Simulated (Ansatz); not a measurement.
`[CH3][SnH2][SiH3]` + HCl → `[SiH3][SnH2][Cl]` + CH₄ at 700 K and 1 bar (ligand exchange at the Sn–C bond).

Calculated with Ansatz (gas phase, PBE0-D4/def2-TZVP geometries, no zero-point term in ΔE). CCSD(T)/CBS is the MP2 limit (def2-TZVPP, def2-QZVPP) plus CCSD(T) − MP2 in def2-TZVPP, frozen cores. This one scheme is used for every species. def2 core potentials past Kr. For Sn outer-core shells are correlated without core-valence functions, which leaves a few kJ/mol of doubt a bond.

```
            species  CCSD(T)/CBS energy (Eh)  H − E (kJ/mol)  S (J/(mol·K))
`[CH3][SnH2][SiH3]`               -545.95552           276.6          485.0
                HCl               -460.38127            38.4          211.8
 `[SiH3][SnH2][Cl]`               -965.91856           172.8          455.4
                CH₄                -40.46206           145.9          224.0
```

H − E and S are ideal-gas, rigid-rotor, harmonic terms from PBE0-D4/def2-TZVP. 1 Eh = 2625.50 kJ/mol, R = 8.31446 J/(mol·K).

Q: By hand: ΔE, ΔH, ΔS and ΔG.

A: ΔE = (-965.91856) + (-40.46206) − (-545.95552) − (-460.38127) = -0.04383 Eh = -115.1 kJ/mol. Δ(H − E) = 172.8 + 145.9 − 276.6 − 38.4 = 3.7, so ΔH = -111.4 kJ/mol. ΔS = 455.4 + 224.0 − 485.0 − 211.8 = -17.4 J/(mol·K). ΔG = -111.4 − 700 × (-17.4)/1000 = -99.2 kJ/mol.

Q: By hand: the equilibrium constant, and the temperature at which ΔG would vanish if ΔH and ΔS stayed fixed.

A: log₁₀ K = −ΔG/(RT ln 10) = 7.4. ΔG = 0 at ΔH/ΔS = 6402 K, far beyond where these terms or the molecules hold.

ΔH outweighs TΔS. A doubt of 5 kJ/mol in ΔE shifts log₁₀ K by 0.4 here. These are equilibria of isolated gas molecules and say nothing of rates. Largest T1 diagnostic: 0.012 (customary marks: 0.02 for closed shells, 0.045 for open ones).
